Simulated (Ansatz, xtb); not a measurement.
# Relative energy of two structures of BrClHSi2

We compare a, a doublet given by its coordinates, with b, a doublet given by its coordinates. Both are isolated molecules in the gas phase, relaxed with B3LYP/6-31G*.

a (Å):

```yaml
atoms:
  - { symbol: Br, position_ang: [-0.3904, 1.6289, 3.7141] }
  - { symbol: Cl, position_ang: [1.2839, -2.7243, 1.0683] }
  - { symbol: Si, position_ang: [0.7060, -0.8826, 1.8372] }
  - { symbol: Si, position_ang: [-0.1371, -0.6620, 4.0043] }
  - { symbol: H, position_ang: [0.9433, 0.1334, 0.7718] }
```

Close contacts (Å): Br1–Si4 2.32, Cl2–Si3 2.08, Si3–Si4 2.34, Si3–H5 1.49.

b (Å):

```yaml
atoms:
  - { symbol: Br, position_ang: [0.7036, 1.3103, 0.8701] }
  - { symbol: Cl, position_ang: [-0.5904, -2.6698, 0.8641] }
  - { symbol: Si, position_ang: [-0.0275, -2.2770, 2.8751] }
  - { symbol: Si, position_ang: [0.6443, -0.0360, 2.6542] }
  - { symbol: H, position_ang: [1.1565, 0.7457, 3.8198] }
```

Close contacts (Å): Br1–Si4 2.24, Cl2–Si3 2.12, Si3–Si4 2.35, Si4–H5 1.49.

Problem. Estimate which is lower in electronic energy at CCSD(T)/def2-SVP + ΔMP2/def2-TZVPP, and by roughly how much.

Solution. The CCSD(T)/def2-SVP + ΔMP2/def2-TZVPP calculation puts structure a lower, by 6.47 kJ/mol.

How the difference moves with the method:

| level | geometry | E(b) − E(a) (kJ/mol) | departure from the last row (kJ/mol) | job, with rough time for the two |
| --- | --- | --- | --- | --- |
| B3LYP/6-31G* | B3LYP/6-31G* | +5.84 | −0.63 | optimisation, 69 s |
| HF/def2-SVP | B3LYP/6-31G* | +5.77 | −0.70 | part of the CCSD(T) run |
| MP2/def2-SVP | B3LYP/6-31G* | +9.15 | +2.67 | part of the CCSD(T) run |
| CCSD(T)/def2-SVP | B3LYP/6-31G* | +7.49 | +1.02 | single point |
| CCSD(T)/def2-SVP + ΔMP2/def2-TZVPP | B3LYP/6-31G* | +6.47 |  | single point, 45 s |

None of the levels shown reverses the order. The largest departure from CCSD(T)/def2-SVP + ΔMP2/def2-TZVPP is that of MP2/def2-SVP, 2.67 kJ/mol. Levels run at GFN2-xTB geometries aren't shown. The last row adds to CCSD(T) the change of the MP2 difference between the two basis sets, here −1.02 kJ/mol.

With harmonic frequencies from B3LYP/6-31G* (ideal gas, rigid rotor, one conformer each, 298.15 K, 1 atm): on the last row, ΔE + ΔZPE = +6.38 kJ/mol. A mode under 50 cm⁻¹ makes harmonic enthalpies and free energies unreliable, so none is given.

Open shells are spin-unrestricted. The correlated steps freeze 24 core orbitals; the filled d shell of Br is correlated, in a basis made for valence electrons. Run with Ansatz 0.2.0; the last row on 2 threads of Intel(R) Xeon(R) 6975P-C (Granite Rapids) on a shared host.
